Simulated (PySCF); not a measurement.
AlI₃, SMILES [I][Al]([I])[I].

Coordinates come from a PBE0-D3(BJ)/def2-SVP optimisation. The isomer is the one that the SMILES or the coordinates give; other isomers of the formula were not compared. The def2 effective core potentials stand for the cores of I; spin–orbit coupling is left out.

Method: PBE/def2-TZVP in PySCF.

The molecule is in vacuum.

- total energy = -1135.57580 hartree
- point group = D3h
- highest occupied level = -6.61 eV
- lowest empty level = -2.67 eV
- orbital gap = 3.94 eV
- dipole moment = 0.00 D
- quadrupole, principal values (traceless, Buckingham form, about the centre of nuclear charge) = -0.49, -0.49, 0.98 D·Å
- mean static polarisability = 129.0 bohr³ (19.12 Å³)
- polarisability, principal values = 87.3, 149.9, 149.9 bohr³
